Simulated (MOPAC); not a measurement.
Input file for MOPAC: AM1 on BaBr, 2S+1 = 2, a spin state set in the input, which need not be the lowest, a point of a bond scan (R = 2.786 Å).

```
AM1 1SCF PRECISE CHARGE=0 UHF MS=0.5 THREADS=1
BaBr

Br     0.00000000 1     0.00000000 1     0.00000000 1
Ba     0.00000000 1     0.00000000 1     2.78565000 1
```

It printed:

```
*******************************************************************************
 **                                                                           **
 **                              MOPAC v23.2.5                                **
 **                                                                           **
 *******************************************************************************
 ** MOPAC's Digital Object Identifier: https://doi.org/10.5281/zenodo.6511958 **
 **                                                                           **
 ** Please cite the open-source release paper for use of this MOPAC version:  **
 ** J. E. Moussa and J. J. P. Stewart (2026)                                  **
 ** MOPAC: An open-source semiempirical molecular orbital program             **
 ** J. Open Source Softw., 11(119), 8025, https://doi.org/10.21105/joss.08025 **
 *******************************************************************************

                              AM1 CALCULATION RESULTS

 *******************************************************************************
 *  AM1        - The AM1 Hamiltonian to be used
 *  UHF        - UNRESTRICTED HARTREE-FOCK CALCULATION
 *
 *
 *
 *                 CHARGE ON SYSTEM = 0
 *
 *
 *
 *  MS=        - IN MECI, MAGNETIC COMPONENT OF SPIN =  0.5
 *  PRECISE    - TIGHTER CRITERIA TO BE USED
 *  1SCF       - DO 1 SCF AND THEN STOP
 *  THREADS=1  - MULTI-THREADING NOT USED
 *  T=         - A TIME OF 172800.0 SECONDS REQUESTED
 *  DUMP=N     - RESTART FILE WRITTEN EVERY 7200.0 SECONDS REQUESTED
 *******************************************************************************
AM1 1SCF PRECISE CHARGE=0 UHF MS=0.5 THREADS=1
 BaBr

   ATOM   CHEMICAL          X               Y               Z
  NUMBER   SYMBOL      (ANGSTROMS)     (ANGSTROMS)     (ANGSTROMS)

     1      Br          0.00000000  *   0.00000000  *   0.00000000  *
     2      Ba          0.00000000  *   0.00000000  *   2.78565000  *



          CARTESIAN COORDINATES

    NO.       ATOM           X           Y           Z

     1        Br          0.0000      0.0000      0.0000
     2        Ba          0.0000      0.0000      2.7856

 Br: (AM1): M.J.S. DEWAR AND E. G. ZOEBISCH, THEOCHEM, 180, 1 (1988).
 Ba: (AM1): J. J. P. STEWART, J. MOL. MOD., 10, 155-164 (2004)

           Empirical Formula: Br Ba  =     2 atoms



      MOLECULAR POINT GROUP   :   C*v


          UHF CALCULATION, NO. OF ALPHA ELECTRONS =    5
                           NO. OF BETA  ELECTRONS =    4

 -------------------------------------------------------------------------------
 AM1 1SCF PRECISE CHARGE=0 UHF MS=0.5 THREADS=1
 BaBr



     1SCF WAS SPECIFIED, SO BFGS WAS NOT USED
     SCF FIELD WAS ACHIEVED


                              AM1 CALCULATION
                                                       MOPAC v23.2.5 Linux




          FINAL HEAT OF FORMATION =        -19.34394 KCAL/MOL =     -80.93506 KJ/MOL


          COSMO AREA              =        163.32 SQUARE ANGSTROMS
          COSMO VOLUME            =        191.23 CUBIC ANGSTROMS

          IONIZATION POTENTIAL    =          5.526854 EV
          ALPHA SOMO LUMO (EV)    =         -5.527  0.558
          BETA  SOMO LUMO (EV)    =        -10.507 -0.606
          NO. OF ALPHA ELECTRONS  =          5
          NO. OF BETA  ELECTRONS  =          4
          MOLECULAR WEIGHT        =        217.2340         POINT GROUP:  C*v

          MOLECULAR DIMENSIONS (Angstroms)

            Atom       Atom       Distance
           Ba     2   Br     1     2.78565
           Ba     2   Br     1     0.00000
           Br     1   Ba     2     0.00000


          SCF CALCULATIONS        =          1





   ATOM   CHEMICAL          X               Y               Z
  NUMBER   SYMBOL      (ANGSTROMS)     (ANGSTROMS)     (ANGSTROMS)

     1      Br          0.00000000  *   0.00000000  *   0.00000000  *
     2      Ba          0.00000000  *   0.00000000  *   2.78565000  *

                             CARTESIAN COORDINATES

   1   Br        0.000000000     0.000000000     0.000000000
   2   Ba        0.000000000     0.000000000     2.785650000


           Empirical Formula: Br Ba  =     2 atoms



      MOLECULAR POINT GROUP   :   C*v


          ALPHA EIGENVALUES
 -29.78938 -11.88851 -10.52364 -10.52364  -5.52685   0.55827   0.55827   2.25900


           BETA EIGENVALUES
 -29.68540 -11.51702 -10.50744 -10.50744  -0.60609   0.90187   0.90187   2.64773


              NET ATOMIC CHARGES AND DIPOLE CONTRIBUTIONS

  ATOM NO.   TYPE          CHARGE      No. of ELECS.   s-Pop       p-Pop
    1         Br          -0.325595        7.3256     1.92413     5.40146
    2         Ba           0.325595        1.6744     1.01169     0.66272
 DIPOLE           X         Y         Z       TOTAL
 POINT-CHG.     0.000     0.000     4.356     4.356
 HYBRID         0.000     0.000    -1.171     1.171
 SUM            0.000     0.000     3.186     3.186


          ATOMIC ORBITAL ELECTRON POPULATIONS

     Atom    s        px        py        pz
    1 Br   1.92413   1.88682   1.88682   1.62781
    2 Ba   1.01169   0.11318   0.11318   0.43637


                    (SZ)    =    0.500000
                    (S**2)  =    0.750498


          ATOMIC ORBITAL SPIN POPULATIONS

    Atom   Total    s     px     py     pz
         Atomic
    1 Br  0.0468 -0.001 -0.005 -0.005  0.058
    2 Ba  0.9532  0.718  0.005  0.005  0.225

 **********************
 *                    *
 * JOB ENDED NORMALLY *
 *                    *
 **********************




 == MOPAC DONE ==
```

The run finished.

Cost: about 0.020 core-seconds (a rough figure).
